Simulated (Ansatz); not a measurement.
Computed with Ansatz on PBE0-D4/def2-TZVP structures; ΔE is electronic, products minus reactants. CBS: MP2 limit from def2 TZ/QZ plus the TZ coupled-cluster correction, frozen cores. This one scheme is used for every species. DFT in def2-TZVPP. HSE06 is defined as in plane-wave codes. def2 core potentials past Kr. For Se, Sn outer-core shells are correlated without core-valence functions, which leaves a few kJ/mol of doubt a bond. Scalar relativity is left out up to krypton. Each species was taken in one conformer, which may not be the lowest.

`F[CH2][SnH2][SH]` + H₂Se → `[SH][SnH2][SeH]` + fluoromethane  (ligand exchange at the Sn–C bond)

`F[CH2][SnH2][SH]`:

Cartesian coordinates in Å:
```
F 0.139 -1.991 -0.156
C 0.934 -0.879 -0.385
Sn -0.015 0.854 0.505
S -2.151 1.099 -0.568
H 1.034 -0.741 -1.464
H 1.921 -1.063 0.048
H -0.217 0.610 2.183
H 0.843 2.291 0.174
H -2.488 -0.181 -0.337
```

H₂Se:

Cartesian coordinates in Å:
```
Se -0.407 -0.243 0.493
H 0.158 -0.802 -0.739
H 0.249 1.045 0.246
```

`[SH][SnH2][SeH]`:

Z-matrix (Å, degrees):
```
Sn
Se 1 2.531
S 1 2.401 2 110.7
H 1 1.704 2 107.5 3 120.9
H 1 1.701 2 109.5 3 -114.8
H 2 1.469 1 91.2 3 -105.8
H 3 1.343 1 93.5 2 57.1
```

`CF`:

```xyz
5

C    -0.016   -0.002    0.059
F     0.336    0.048   -1.271
H    -0.189   -1.043    0.343
H    -0.927    0.581    0.210
H     0.796    0.416    0.659
```

```csv
level,ΔE (kJ/mol)
BLYP,-110.7
HSE06,-117.1
RPA@PBE/def2-TZVPP,-103.6
CCSD/CBS(def2),-118.4
```

Problem. What does CCSD(T)/CBS give? (Estimate.)

Solution. The calculation gave: -117.3 kJ/mol. The listed levels differ from it by 6.6, 0.2, 13.7, -1.1 kJ/mol.

Largest T1 diagnostic among the species: 0.012.

From PBE to PBE0 (25 % exact exchange), in def2-TZVPP and without D4, ΔE moves by −5.4 kJ/mol. In def2-TZVPP, CCSD(T) changes the Hartree–Fock value by +18.4 kJ/mol (the triples alone add +1.1 kJ/mol) and MP2 by +11.3 kJ/mol.
